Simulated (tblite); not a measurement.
Task: Write Cartesian coordinates for `C=CC/C=N\[SiH2]N(C)[SiH3]` as optimised with GFN2-xTB.

Result: 
```xyz
23
C5H14N2Si2 angstrom
C      4.3832   -0.2024    0.3869
C      3.0750   -0.2745    0.5475
C      2.1075    0.7828    0.1071
C      1.3270    0.2215   -1.0498
N      0.2560   -0.4142   -0.9980
Si    -0.7613   -0.9375    0.2808
N     -2.2630   -0.0831    0.1214
C     -3.3832   -0.7289    0.7696
Si    -2.6227    1.2071   -0.9767
H      5.0390   -0.9938    0.7065
H      4.8549    0.6573   -0.0608
H      2.6144   -1.1469    0.9916
H      2.6416    1.6825   -0.1998
H      1.4169    1.0119    0.9198
H      1.7889    0.3609   -2.0297
H     -0.8955   -2.3679   -0.0132
H     -0.3505   -0.7577    1.6864
H     -4.1470    0.0046    1.0280
H     -3.0574   -1.2247    1.6832
H     -3.8406   -1.4833    0.1221
H     -3.6025    2.0575   -0.2879
H     -1.3779    1.9300   -1.2162
H     -3.2073    0.7258   -2.2357
```

Orientation and origin are arbitrary. Atoms count from 1 in this order. Si9 (SiH3 silicon) is distorted tetrahedral (angles from 105.8° to 112.5°). Si6 (SiH2 silicon) is distorted tetrahedral (angles from 101.7° to 120.5°). Of the pairs four or more bonds apart, Si6···H14 is among the closest relative to their van der Waals radii: 2.99 Å, 91 % of the sum of Bondi's values. The 3 C–C bonds span 1.320 Å (C1=C2, drawn double) to 1.504 Å (C3–C4, drawn single), a spread of 0.184 Å.

Bonds between heavy atoms (Å): C1=C2 1.320, C2–C3 1.499, C3–C4 1.504, C4=N5 1.247, N5–Si6 1.716, Si6–N7 1.735, N7–C8 1.446, N7–Si9 1.732.

Computed geometry: GFN2-xTB, gas phase.

Point group: C1 (no symmetry element, even within 0.4 Å). Its lowest GFN2-xTB frequency is 12 cm⁻¹, too small to tell a flat minimum from a shallow saddle. One conformer, not necessarily the lowest (C1–C2–C3–C4 110°, C2–C3–C4–N5 90°, C4–N5–Si6–N7 114°, N5–Si6–N7–C8 158°). 3 starts were optimised and ended at 0.00, 0.56 and 1.09 kcal/mol (GFN2-xTB); the lowest of these is shown.
